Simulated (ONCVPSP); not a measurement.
Cutoff test, Cr, ONCV

| Property | Result |
| --- | --- |
| Element | chromium (Cr) |
| Generator | ONCVPSP 4.0.1 |
| Type | optimised norm-conserving Vanderbilt (ONCV) |
| Functional | PBEsol |
| Relativity | fully relativistic |
| Frozen core | [Ne] |
| Valence charge | 14 |
| Reference configuration | 3s2 3p6 3d5 4s1 |
| Partial waves | 3s+4s: rc 1.55 bohr, ncon 4, nbas 7, qcut 7.7 1/bohr, 2 projectors; 3p: rc 1.40 bohr, ncon 3, nbas 8, qcut 9.4 1/bohr, 1 projector; 3d: rc 1.50 bohr, ncon 5, nbas 10, qcut 11.1 1/bohr, 2 projectors, debl 0.7 Ha |
| Local potential | polynomial inside 1.05 bohr (lpopt 1, dvloc0 2 Ha) |
| Core correction | none |

Open shells are filled in proportion to 2j + 1.

Problem. For each optimised wave give the share of its norm inside rc, the residual kinetic energy above qcut (Ha) and the cutoffs (Ha) for errors of 10, 1, 0.1 and 0.01 mHa per electron.

Solution.

```json
{"wave": "3s", "norm inside rc": "0.954", "residual KE": "3.0e-06", "10 mHa": "7.5", "1 mHa": "18.9", "0.1 mHa": "23.8", "0.01 mHa": "27.4"}
{"wave": "4s", "norm inside rc": "0.041", "residual KE": "3.8e-06", "10 mHa": "5.2", "1 mHa": "15.1", "0.1 mHa": "22.5", "0.01 mHa": "27.5"}
{"wave": "3p j=3/2", "norm inside rc": "0.867", "residual KE": "5.0e-08", "10 mHa": "20.4", "1 mHa": "26.6", "0.1 mHa": "32.1", "0.01 mHa": "36.3"}
{"wave": "3p j=1/2", "norm inside rc": "0.872", "residual KE": "6.8e-08", "10 mHa": "20.8", "1 mHa": "27.0", "0.1 mHa": "32.5", "0.01 mHa": "36.7"}
{"wave": "3d j=5/2", "norm inside rc": "0.617", "residual KE": "9.6e-06", "10 mHa": "37.8", "1 mHa": "46.1", "0.1 mHa": "52.7", "0.01 mHa": "61.4"}
{"wave": "d projector 2 j=5/2", "norm inside rc": "0.133", "residual KE": "1.6e-06", "10 mHa": "35.0", "1 mHa": "44.5", "0.1 mHa": "51.8", "0.01 mHa": "57.4"}
{"wave": "3d j=3/2", "norm inside rc": "0.621", "residual KE": "9.2e-06", "10 mHa": "37.9", "1 mHa": "46.2", "0.1 mHa": "52.7", "0.01 mHa": "60.4"}
{"wave": "d projector 2 j=3/2", "norm inside rc": "0.132", "residual KE": "1.6e-06", "10 mHa": "35.0", "1 mHa": "44.6", "0.1 mHa": "51.8", "0.01 mHa": "57.4"}
```

The occupied waves need 46 Ha and 53 Ha for 1 and 0.1 mHa. 2 of 4 tests not solved or not reliable.
